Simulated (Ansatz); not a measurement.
A nudged elastic band was laid between two geometries of C$_{3}$H$_{8}$O$_{2}$Si (14 atoms, charge 0, multiplicity 1).

Method: RKS BLYP/def2-SVP (Ansatz 0.2.0).

| Quantity | Value |
| --- | --- |
| movable images | 8 |
| climbing image | no |
| spring | 5.0 eV/Å² |
| optimiser | quadratic models (default) |
| start path | through a guess of the saddle point |
| force threshold | 0.03 eV/Å |
| iteration limit | 60 |
| end points | relaxed |

Image 0:

```xyz
14
Properties=species:S:1:pos:R:3
C 0.150 -2.950 -0.295
C 0.423 -1.765 0.282
O 0.031 -0.564 -0.256
Si 0.137 0.965 0.480
C -0.046 2.188 -0.934
O -1.023 1.155 1.682
H -0.418 -3.009 -1.235
H 0.503 -3.878 0.173
H 0.997 -1.702 1.227
H 1.431 1.071 1.218
H -0.027 3.231 -0.559
H 0.781 2.067 -1.664
H -0.999 2.033 -1.480
H -1.953 1.128 1.391
```

Image 9:

```xyz
14
Properties=species:S:1:pos:R:3
C -0.032 -2.831 -0.172
C 0.644 -1.694 0.091
O 0.198 -0.453 -0.273
Si 0.976 1.064 0.212
C 0.064 2.180 -1.067
O -0.771 1.283 1.577
H -0.991 -2.813 -0.710
H 0.383 -3.799 0.139
H 1.619 -1.715 0.620
H -0.501 0.947 2.458
H 0.009 3.229 -0.707
H 0.657 2.191 -2.009
H -0.958 1.829 -1.320
H -1.309 0.553 1.190
```

Task: Which bonds break or form, and what moves?

Result: Bonds broken: Si4–O6, Si4–H10. Bonds formed: O6–H10. C3H8O2Si becomes C3H6OSi + H2O.

Task: Give the energies along the band, and the barrier.

Result: The run converged. The highest image is number 6 of 0 to 9, 58.4 kcal/mol above the first end and 8.6 kcal/mol above the last; the last end lies 49.8 kcal/mol above the first. Neighbouring images differ by up to 2.0 eV, so the band resolves the path poorly. No image climbed, so the highest image needn't sit at the top of the path. The orbitals stay closed-shell, which can raise the energy where a bond breaks towards radicals; this wasn't checked here.

| image | path coordinate (Å) | energy (kcal/mol) | Si4–O6 (Å) | Si4–H10 (Å) | O6–H10 (Å) |
| --- | --- | --- | --- | --- | --- |
| 0 | 0.00 | 0.0 | 1.68 | 1.49 | 2.50 |
| 1 | 0.64 | 0.5 | 1.68 | 1.50 | 2.52 |
| 2 | 1.28 | 0.5 | 1.68 | 1.50 | 2.63 |
| 3 | 1.92 | 0.5 | 1.68 | 1.50 | 2.60 |
| 4 | 2.55 | 11.0 | 1.69 | 1.50 | 2.26 |
| 5 | 3.19 | 57.8 | 1.84 | 1.57 | 1.63 |
| 6 | 3.83 | 58.4 | 2.17 | 1.97 | 1.03 |
| 7 | 4.47 | 51.3 | 2.26 | 2.56 | 0.98 |
| 8 | 5.11 | 50.1 | 2.24 | 2.68 | 0.98 |
| 9 | 5.75 | 49.8 | 2.23 | 2.69 | 0.98 |

Task: What is the geometry of the highest image?

Result: 
```xyz
14
Properties=species:S:1:pos:R:3
C 0.063 -2.930 -0.358
C 0.455 -1.760 0.181
O 0.088 -0.544 -0.336
Si 0.679 0.980 0.235
C 0.046 2.155 -1.119
O -0.885 1.428 1.664
H -0.567 -2.955 -1.260
H 0.382 -3.877 0.095
H 1.103 -1.728 1.082
H 0.065 1.407 2.062
H -0.040 3.190 -0.727
H 0.816 2.167 -1.922
H -0.923 1.845 -1.559
H -1.295 0.593 1.989
```

The run took 5 min on 2 threads of Intel(R) Xeon(R) Platinum 8488C (Sapphire Rapids), on a shared host, peak memory 0.19 GiB.
